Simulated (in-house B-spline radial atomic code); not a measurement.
Stripping caesium of all its electrons. The total binding energy is the sum of the 55 successive ionisation energies. Configuration: [Xe] 6s1. Computed with an all-electron radial atomic-structure program (B-spline basis): Dirac-Hartree-Fock, average of configuration, Fermi nucleus of rms radius 4.8041 fm.

Dirac-Coulomb total energy: -7786.7742 hartree. First-order corrections (hartree): Breit 6.084, self-energy 4.689, vacuum polarisation -0.644, recoil 0.0215.

Problem. What total binding energy follows, and how does it compare with the sum of NIST's ionisation energies?

Solution. 211613 eV from the corrected total, against 211628 ± 25 eV from NIST's table (measured, semi-empirical and theoretical entries, uncertainties added in quadrature). The difference, +16 eV, is within about twice the table's uncertainty, so it can't show the correlation energy.

Problem. What share of the binding belongs to the last two electrons?

Solution. 40 % by NIST's values (84774.2 eV).
